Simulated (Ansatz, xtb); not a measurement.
**C6H8O: 8 structures ranked**

8 gas-phase structures of C6H8O, from a drawn sample of its isomers (lower ones may exist). Each was relaxed with GFN2-xTB; where two conformers were screened, the lower at r2SCAN-D4/def2-SVP//GFN2-xTB is listed:

A. `C=C(O)[C@@H]1CC1=C`, a singlet
B. `CC(=O)C1=C[C@@H]1C`, a singlet
C. `C=C1C/C1=C(/C)O`, a singlet
D. `CC(=O)C1=C(C)C1`, a singlet
E. `C=C1C/C1=C(\C)O`, a singlet
F. `C=C(O)C1=C(C)C1`, a singlet
G. `C=C1C[C@@H]1C(C)=O`, a singlet
H. `C=C(O)[C@@H]1C=C1C`, a singlet

Problem. Estimate their order in r2SCAN-D4/def2-SVP//GFN2-xTB energy at these geometries, lowest first.

Solution. Calculated order at r2SCAN-D4/def2-SVP//GFN2-xTB: G (0.000), D (0.468), A (0.644), C (0.691), E (0.700), B (0.718), F (0.930), H (1.025) eV. Less than 1 kcal/mol parts C and E; E and B, so the order within those pairs means little.

Energies above the lowest of each column, in eV; the last columns are at r2SCAN-D4/def2-SVP geometries and were run for some of them only (a dash: not run or not comparable):

```
structure  GFN2-xTB  HF/STO-3G  r2SCAN-D4/def2-SVP//GFN2-xTB  r2SCAN-D4/def2-SVP  CCSD(T)/def2-SVP + ΔMP2/def2-TZVPP
        G     0.000      0.000                         0.000               0.000                               0.000
        D     0.618      0.446                         0.468               0.466                               0.460
        A     0.490      0.850                         0.644               0.640                               0.555
        C     0.540      0.882                         0.691               0.677                               0.751
        E     0.527      0.883                         0.700               0.691                               0.764
        B     0.852      0.648                         0.718               0.703                               0.638
        F     0.963      1.193                         0.930                   –                                   –
        H     1.157      1.408                         1.025                   –                                   –
```

Every level run on G puts it lowest or level with the lowest. CCSD(T)/def2-SVP + ΔMP2/def2-TZVPP orders those it was run on as G (0.000), D (0.460), A (0.555), B (0.638), C (0.751), E (0.764) eV. Less than 1 kcal/mol parts C and E, so the order within that pair means little. Flexible structures stand in one conformer each, not always the lowest. Frequencies (GFN2-xTB) were run for A, B, C, D, E, G alone. The ΔMP2 step shifts differences by up to 0.150 eV, which makes them less sure. ΔMP2 is the change of the MP2 energy from the smaller to the larger basis.

Over these structures GFN2-xTB departs from r2SCAN-D4/def2-SVP//GFN2-xTB by 0.117 eV on average once a common shift is removed. A GFN2-xTB relaxation took about 0.068 s and the r2SCAN-D4/def2-SVP//GFN2-xTB energy about 2.5 s on a shared host (Ansatz 0.2.0, xtb 6.7.1).
